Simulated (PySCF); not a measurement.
**Highest orbital energy against ionisation energy along the 5p block**

Calculated with PySCF 2.14, no spin-orbit coupling. Each cell gives −ε(HOMO) / ΔSCF in eV; NIST values include spin-orbit coupling, (s) semi-empirical, (t) theoretical.

```json
{"species": "In²⁺ (aug-cc-pwCVTZ-DK3 with one added diffuse shell each of s, p, d, f type, spin-free X2C)", "UHF": "26.777 / 26.626", "LDA": "24.536 / 28.976", "PBE": "24.142 / 28.570", "PBE0": "24.974 / 28.211", "r2SCAN": "24.355 / 28.229", "NIST (lowest levels)": "28.044"}
{"species": "Sn²⁺ (aug-cc-pwCVTZ-DK3 with one added diffuse shell each of s, p, d, f type, spin-free X2C)", "UHF": "28.778 / 28.520", "LDA": "26.518 / 31.161", "PBE": "26.078 / 30.684", "PBE0": "26.986 / 30.337", "r2SCAN": "26.243 / 30.301", "NIST (lowest levels)": "30.506"}
{"species": "Sb²⁺ (aug-cc-pwCVTZ-DK3 with one added diffuse shell each of s, p, d, f type, spin-free X2C)", "UHF": "24.462 / 24.154", "LDA": "20.609 / 24.953", "PBE": "20.512 / 24.718", "PBE0": "21.675 / 24.755", "r2SCAN": "20.886 / 24.873", "NIST (lowest levels)": "25.323"}
{"species": "Te²⁺ (aug-cc-pwCVTZ-DK3 with one added diffuse shell each of s, p, d, f type, spin-free X2C)", "UHF": "27.353 / 26.957", "LDA": "23.076 / 27.719", "PBE": "22.984 / 27.485", "PBE0": "24.271 / 27.555", "r2SCAN": "23.415 / 27.680", "NIST (lowest levels)": "27.84 ± 0.04"}
{"species": "I²⁺ (aug-cc-pwCVTZ-DK3 with one added diffuse shell each of s, p, d, f type, spin-free X2C)", "UHF": "30.324 / 29.850", "LDA": "25.562 / 30.499", "PBE": "25.489 / 30.286", "PBE0": "26.912 / 30.402", "r2SCAN": "26.002 / 30.560", "NIST (lowest levels)": "29.57 ± 0.025"}
```

**Question.** How far is −ε(HOMO) from ΔSCF on average for each method, and why?

**Answer.** UHF 0.32 eV; LDA -4.60 eV; PBE -4.51 eV; PBE0 -3.29 eV; r2SCAN -4.15 eV. Hartree-Fock orbital energies lack relaxation and so exceed the ΔSCF value; semilocal functionals have convex E(N) from self-interaction, so their HOMO lies far too high; exact exchange moves hybrids part of the way back.
